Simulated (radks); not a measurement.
Species: N2+. Configuration: [He] 2s2 2p1.

Calculated with a radial shooting solver on a logarithmic mesh with Libxc functionals: non-relativistic Kohn-Sham, LDA (Slater exchange, Perdew-Wang correlation), spin-polarised, spherical densities, point nucleus; open shells are filled with parallel spins first.

Energy parts (hartree):
total: -52.47486
kinetic: 52.24796
electron-nucleus: -117.70559
Hartree: 18.28394
exchange-correlation: -5.30116

Orbitals (lengths in bohr, moments of r in powers of bohr):
[
 {"orbital": "1s up", "occ.": "1", "eigenvalue (hartree)": "-15.45925", "<1/r>": "6.592"},
 {"orbital": "1s down", "occ.": "1", "eigenvalue (hartree)": "-15.42493", "<1/r>": "6.603"},
 {"orbital": "2s up", "occ.": "1", "eigenvalue (hartree)": "-1.83022", "<1/r>": "1.243"},
 {"orbital": "2s down", "occ.": "1", "eigenvalue (hartree)": "-1.74870", "<1/r>": "1.221"},
 {"orbital": "2p up", "occ.": "1", "eigenvalue (hartree)": "-1.41925", "<1/r>": "1.155"},
 {"orbital": "2p down", "occ.": "0", "eigenvalue (hartree)": "-1.33307", "<1/r>": "1.133"}
]

The highest occupied level is 2p up at -38.620 eV. Spin moment in Bohr magnetons: 1. Virial ratio -V/T = 2.00434. Summed over all electrons, <r^2> = 4.998 bohr^2, which gives a Langevin (diamagnetic) susceptibility term of -3.96 x 10^-6 cm^3/mol. For comparison, the ionisation energy in NIST's Atomic Spectra Database is 47.445 eV (semi-empirical). In exact Kohn-Sham theory the highest level is minus the ionisation energy, but local and semilocal functionals leave it too shallow, through self-interaction and a potential that decays too fast; potentials with the right tail come closer. The spin density at the nucleus is -0.0388 e/bohr^3 (1s -0.3028, 2s 0.2640), a Fermi contact field of -2.03 T.
